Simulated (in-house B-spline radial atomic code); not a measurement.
Radial electron density of the cadmium ion Cd⁵⁺, [Kr] 4d7. Level of theory: Dirac-Kohn-Sham RPBE, spherical fractional occupations, Fermi nucleus of rms radius 4.6087 fm; calculated with a B-spline radial code for spherical atoms.

Columns: r (bohr), 4πr²n(r) (electrons per bohr), bar.

```
  0.0011    1.605 #
 0.00134     2.27 #
 0.00163    3.187 ##
 0.00198    4.436 ###
  0.0024    6.109 ###
 0.00292    8.391 #####
 0.00354    11.34 ######
 0.00431    15.23 #########
 0.00523    20.03 ###########
 0.00635    25.88 ###############
 0.00772    32.73 ##################
 0.00938    40.24 #######################
  0.0114    47.88 ###########################
  0.0138    54.66 ###############################
  0.0168    59.84 ##################################
  0.0204    62.22 ###################################
  0.0248    61.45 ###################################
  0.0301    58.26 #################################
  0.0366    54.66 ###############################
  0.0445    53.69 ##############################
   0.054    57.62 #################################
  0.0656    66.09 #####################################
  0.0798    74.98 ##########################################
  0.0969       78 ############################################
   0.118     71.8 #########################################
   0.143    60.53 ##################################
   0.174       53 ##############################
   0.211    55.27 ###############################
   0.256    62.03 ###################################
   0.311     61.3 ###################################
   0.378    47.71 ###########################
    0.46    29.45 #################
   0.558    18.99 ###########
   0.678     18.2 ##########
   0.824    19.67 ###########
       1     17.1 ##########
    1.22    11.01 ######
    1.48    5.412 ###
    1.79    2.065 #
    2.18    0.576 
    2.65   0.1158 
    3.22  0.01466 
    3.91  0.00105
```

On this grid the curve has 4 maxima, near 0.0204, 0.0969, 0.256, 0.824 bohr.

The 4p3/2 radial function P(r) = rR(r), positive near the nucleus, with its small component Q(r) (sign convention: Q ≈ (P' + κP/r)/2c):

```json
{"r (bohr)": "0.00163", "P": "0.001537", "Q": "-0.0001359"}
{"r (bohr)": "0.0024", "P": "0.003231", "Q": "-0.000286"}
{"r (bohr)": "0.00354", "P": "0.006757", "Q": "-0.0005987"}
{"r (bohr)": "0.00523", "P": "0.01399", "Q": "-0.001241"}
{"r (bohr)": "0.00772", "P": "0.02835", "Q": "-0.002521"}
{"r (bohr)": "0.0114", "P": "0.05586", "Q": "-0.004987"}
{"r (bohr)": "0.0168", "P": "0.1051", "Q": "-0.009444"}
{"r (bohr)": "0.0248", "P": "0.1857", "Q": "-0.01692"}
{"r (bohr)": "0.0366", "P": "0.2967", "Q": "-0.02781"}
{"r (bohr)": "0.054", "P": "0.4034", "Q": "-0.04024"}
{"r (bohr)": "0.0798", "P": "0.4077", "Q": "-0.04794"}
{"r (bohr)": "0.118", "P": "0.1701", "Q": "-0.04069"}
{"r (bohr)": "0.174", "P": "-0.3065", "Q": "-0.01444"}
{"r (bohr)": "0.256", "P": "-0.648", "Q": "0.01582"}
{"r (bohr)": "0.378", "P": "-0.3029", "Q": "0.02449"}
{"r (bohr)": "0.558", "P": "0.6336", "Q": "0.007292"}
{"r (bohr)": "0.824", "P": "1.186", "Q": "-0.009718"}
{"r (bohr)": "1.22", "P": "0.8359", "Q": "-0.009714"}
{"r (bohr)": "1.79", "P": "0.2752", "Q": "-0.003348"}
{"r (bohr)": "2.65", "P": "0.03505", "Q": "-0.0004218"}
{"r (bohr)": "3.91", "P": "0.001212", "Q": "-1.444e-05"}
```
